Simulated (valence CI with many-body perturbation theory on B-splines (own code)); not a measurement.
# Level structure of Ba²³⁺

Method: valence CI with perturbative core correlation (CI+MBPT): five valence electrons over a frozen Dirac-Fock core [Ar] 3d10, radial functions for each j: 9 s, 9 p, 8 d, 6 f, 3 g, 1 h, with the one-electron correlation potential Σ1 (screened to all orders), the two-electron term Σ2, the three-electron term Σ3, Breit, model QED; selected single and double excitations, second order for the rest (own B-spline code, finite nucleus).

No measured spectrum was set against this ion. As an estimate, levels hold to about 250 cm⁻¹ or 0.2 % of their energy and the worst to 1 %, as in measured heavy ions of charge 2 to 7; those with d or f electrons hold less well. Among the levels kept, up to 270 cm⁻¹ of a level comes from second order outside the variational space, and about a tenth of that is noise between levels of different J, which matters for small intervals.

Levels 1 to 45 of 48, with energies above the lowest level, (4s^2 4p1/2^2 4p3/2) J=3/2. "Leading %" is the weight of the configuration and term that name the level; weights of strongly mixed levels are sums over their largest components and can fall short. In the jj column 3d3/2^4 stands for four electrons in 3d with j = 3/2. Lifetimes count E1, E2, E3, M1 and M2 decay at the calculated energies, and are blank where another channel may lead or the interval is too uncertain; long ones can be off by a factor of two.

```tsv
No.	Configuration	Term	J	E (cm⁻¹)	Leading %	Lifetime	g	Leading jj
1	4s²4p³	²P°	3/2	0	39		1.468	4s^2 4p1/2^2 4p3/2 (95 %)
2	4s²4p³	²D°	3/2	136200	48	18.3 μs	1.392	4s^2 4p1/2 4p3/2^2 (96 %)
3	4s²4p³	²D°	5/2	163440	98	90.6 μs	1.198	4s^2 4p1/2 4p3/2^2 (98 %)
4	4s²4p³	²P°	1/2	198850	98	17.6 μs	0.663	4s^2 4p1/2 4p3/2^2 (98 %)
5	4s²4p³	²P°	3/2	337600	57	6.47 μs	1.270	4s^2 4p3/2^3 (96 %)
6	4s4p⁴	⁴P	5/2	573330	78	87.6 ps	1.529	4s 4p1/2^2 4p3/2^2 (90 %)
7	4s4p⁴	⁴P	3/2	640570	40	26.8 ps	1.319	4s 4p1/2^2 4p3/2^2 (68 %)
8	4s4p⁴	⁴P	1/2	647510	52	29.8 ps	2.347	4s 4p1/2^2 4p3/2^2 (80 %)
9	4s4p⁴	⁴P	3/2	731010	45	72.2 ps	1.242	4s 4p1/2 4p3/2^3 (61 %)
10	4s²4p²4d	⁴F	3/2	759000	32	22.5 ps	0.824	4s^2 4p1/2^2 4d3/2 (57 %)
11	4s4p⁴	²D	5/2	772210	67	45.0 ps	1.261	4s 4p1/2 4p3/2^3 (81 %)
12	4s²4p²4d	⁴F	5/2	798690	32	21.7 ps	1.179	4s^2 4p1/2^2 4d5/2 (78 %)
13	4s4p⁴	²P	1/2	814570	38	13.5 ps	1.380	4s 4p1/2 4p3/2^3 (59 %)
14	4s4p⁴	²P	3/2	824820	40	17.6 ps	1.110	4s 4p1/2 4p3/2^3 (55 %)
15	4s²4p²4d	²F	5/2	873640	56	242 ps	0.942	4s^2 4p1/2 4p3/2 4d3/2 (90 %)
16	4s²4p²4d	⁴D	1/2	886270	79	34.3 ps	0.289	4s^2 4p1/2 4p3/2 4d3/2 (81 %)
17	4s²4p²4d	⁴F	7/2	893580	50	1.43 ns	1.119	4s^2 4p1/2 4p3/2 4d3/2 (76 %)
18	4s²4p²4d	⁴D	3/2	900300	42	9.61 ps	1.036	4s^2 4p1/2 4p3/2 4d3/2 (63 %)
19	4s²4p²4d	⁴D	7/2	904460	50	31.1 ns	1.304	4s^2 4p1/2 4p3/2 4d5/2 (91 %)
20	4s²4p²4d	⁴F	9/2	931260	53		1.229	4s^2 4p1/2 4p3/2 4d5/2 (94 %)
21	4s²4p²4d	²F	5/2	943300	27	8.87 ps	1.203	4s^2 4p1/2 4p3/2 4d5/2 (75 %)
22	4s²4p²4d	²P	3/2	952980	35	4.34 ps	1.182	4s^2 4p1/2 4p3/2 4d5/2 (60 %)
23	4s4p⁴	²S	1/2	977490	30	12.5 ps	1.382	4s 4p3/2^4 (57 %)
24	4s²4p²4d	⁴P	5/2	979740	36	2.75 ps	1.365	4s^2 4p1/2 4p3/2 4d3/2 (43 %)
25	4s²4p²4d	²G	7/2	986740	52	14.2 ps	1.050	4s^2 4p1/2 4p3/2 4d5/2 (62 %)
26	4s²4p²4d	⁴P	3/2	987350	44	2.67 ps	1.470	4s^2 4p1/2 4p3/2 4d3/2 (57 %)
27	4s²4p²4d	⁴P	1/2	987590	39	2.59 ps	2.003	4s^2 4p1/2 4p3/2 4d3/2 (84 %)
28	4s²4p²4d	²D	3/2	1019400	74	8.41 ps	0.864	4s^2 4p1/2 4p3/2 4d5/2 (68 %)
29	4s²4p²4d	²D	5/2	1029500	58	2.46 ps	1.107	4s^2 4p1/2 4p3/2 4d5/2 (56 %)
30	4s²4p²4d	²P	1/2	1049100	57	3.08 ps	0.992	4s^2 4p1/2 4p3/2 4d5/2 (70 %)
31	4s²4p²4d	²F	7/2	1075000	49	174 ps	1.245	4s^2 4p3/2^2 4d5/2 (97 %)
32	4s²4p²4d	²G	9/2	1086500	53	13.1 μs	1.212	4s^2 4p3/2^2 4d5/2 (94 %)
33	4s²4p²4d	²P	1/2	1099100	64	3.96 ps	1.060	4s^2 4p3/2^2 4d3/2 (59 %)
34	4s²4p²4d	²D	3/2	1111000	47	2.47 ps	1.122	4s^2 4p3/2^2 4d3/2 (82 %)
35	4s²4p²4d	²D	5/2	1116900	37	2.41 ps	1.203	4s^2 4p3/2^2 4d3/2 (66 %)
36	4s²4p²4d	²F	7/2	1146700	80	2.06 ps	1.115	4s^2 4p3/2^2 4d3/2 (75 %)
37	4s²4p²4d	²D	5/2	1156000	83	226 ps	1.205	4s^2 4p3/2^2 4d5/2 (94 %)
38	4s²4p²4d	²P	3/2	1167800	43	2.89 ps	1.086	4s^2 4p3/2^2 4d3/2 (55 %)
39	4s²4p²4d	²S	1/2	1180000	40	2.84 ps	1.873	4s^2 4p3/2^2 4d5/2 (46 %)
40	4s²4p²4d	²D	3/2	1211600	67	2.77 ps	0.992	4s^2 4p3/2^2 4d5/2 (64 %)
41	4s²4p²4d	²D	5/2	1229300	54	2.25 ps	1.106	4s^2 4p3/2^2 4d5/2 (79 %)
42	4p⁵	²P°	3/2	1263700	67	18.7 ps	1.339	4p1/2^2 4p3/2^3 (67 %)
43	4s4p³4d	⁶D°	1/2	1288400	67	175 ps	2.975	4s 4p1/2^2 4p3/2 4d3/2 (74 %)
44	4s4p³4d	⁶D°	5/2	1289200	53	121 ps	1.449	4s 4p1/2^2 4p3/2 4d3/2 (74 %)
45	4s4p³4d	⁶D°	3/2	1292500	62	54.5 ps	1.617	4s 4p1/2^2 4p3/2 4d3/2 (66 %)
```

The ionisation energy to 4s²4p² ³P0 of the next ion comes out as 754.05 eV (NIST: 752 ± 4 eV (theoretical)). All 48 levels together are meant to be complete up to 1346900 cm⁻¹.
